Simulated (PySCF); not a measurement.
C2H8FNSi, SMILES C[C@@H](N)[SiH2]F.

Coordinates come from a TPSSh-D3(BJ)/def2-SVP optimisation. The structure was generated by enumeration; whether it is a known compound was not checked. Other conformers were not sampled.

The numbers are results of PBE/def2-TZVP run with PySCF, not measurements.

The molecule is in vacuum.

Computed frontier levels, gap, dipole moment and polarisability:
```
Property                                                                                                        Value
---------------------------------------------------------------------------------------------  ----------------------
highest occupied level                                                                                       -5.63 eV
lowest empty level                                                                                           -0.64 eV
orbital gap                                                                                                   4.99 eV
dipole moment                                                                                                  2.08 D
quadrupole, principal values (traceless, Buckingham form, about the centre of nuclear charge)  -4.30, -1.94, 6.24 D·Å
mean static polarisability                                                                       60.7 bohr³ (9.00 Å³)
polarisability, principal values                                                               54.4, 60.7, 67.1 bohr³
```
